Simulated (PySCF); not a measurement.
SMILES OB(O)C[SeH], singlet (PBE0/def2-SVP optimised geometry):

```
10

O      1.391     0.505     0.000
B      0.034     0.505     0.000
O     -0.639     1.684     0.000
C     -0.817    -0.835     0.024
Se     0.210    -2.435    -0.453
H      1.726    -0.406    -0.022
H     -0.034     2.435     0.007
H     -1.158    -1.028     1.055
H     -1.726    -0.776    -0.591
H      0.381    -2.075    -1.870
```

Computed with PySCF with PBE0/def2-TZVP.

**Question.** What are the frontier orbital energies and the dipole moment?

**Answer.** HOMO-2 -9.38 eV, HOMO-1 -9.17 eV, HOMO -6.87 eV, LUMO -0.17 eV, LUMO+1 0.48 eV; dipole moment 0.31 D.

Meta-Löwdin charges at PBE0/def2-TZVP: O1 -0.53, B2 0.45, O3 -0.52, C4 -0.43, Se5 -0.03, H6 0.35, H7 0.35, H8 0.15, H9 0.14, H10 0.06.
